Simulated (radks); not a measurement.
All-electron atom: the ruthenium ion Ru+ in [Kr] 4d(up 4.25, down 2.75) (fractional occupations, a model configuration). Method: scalar-relativistic Kohn-Sham, SCAN, spin-polarised, spherical densities, finite nucleus; meta-GGA in the generalised Kohn-Sham scheme; Fermi nuclear charge, rms radius 4.4809 fm; computed with a radial shooting solver on a logarithmic mesh with Libxc functionals. Some entries of the table are withheld. Estimate them.

orbital  occ.  eigenvalue (eV)  r(max) (bohr)
1s down     1        -21990.32        0.02172
1s up       1        -21990.32        0.02172
2s up       1        -3182.137         0.1228
2s down     1        -3181.902         0.1228
2p up       3        -2847.394        0.09829
2p down     3        -2847.210        0.09828
3s up       1        -572.1939         0.3610
3s down     1        -572.0958         0.3611
3p up       3        -461.1136         0.3546
3p down     3        -460.9934         0.3547
3d up       5        -283.3321         0.3017
3d down     5        -283.1062         0.3018
4s up       1         -86.6219         0.9189
4s down     1         -85.4067         0.9168
4p up       3         -55.8864            (1)
4p down     3         -54.5787            (2)
4d up    4.25         -13.1021          1.208
4d down  2.75         -11.8399          1.207

Answer. 
(1) 4p up r(max) (bohr): 0.9865
(2) 4p down r(max) (bohr): 0.9839
